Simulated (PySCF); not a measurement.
**How methods differ on the ionisation energy of Ca**

Ca [Ar] 4s2 (1S) → Ca+ [Ar] 4s1 (2S), as a difference of total energies. Computed with PySCF 2.14 in cc-pVDZ-X2C (5s4p2d, 27 functions), with scalar relativity by spin-free X2C-1e. Correlated levels: valence: [Ar] frozen. The calculations carry no spin-orbit coupling.

```tsv
method	ionisation energy (eV)
UHF	5.146
TPSS	6.026
LDA	6.274
MP2 (valence)	5.617
SCS-MP2 (valence)	5.712
CCSD (valence)	5.904
```

Errors of the correlated levels include the incompleteness of this basis and the frozen core.

With two correlated electrons CCSD is exact in that space.

Which method comes closest to the reference value, and which is furthest?

The reference is 6.113 eV (measured; NIST Atomic Spectra Database, ionization energies). Closest: TPSS (error -0.087 eV); furthest: UHF (error -0.967 eV).
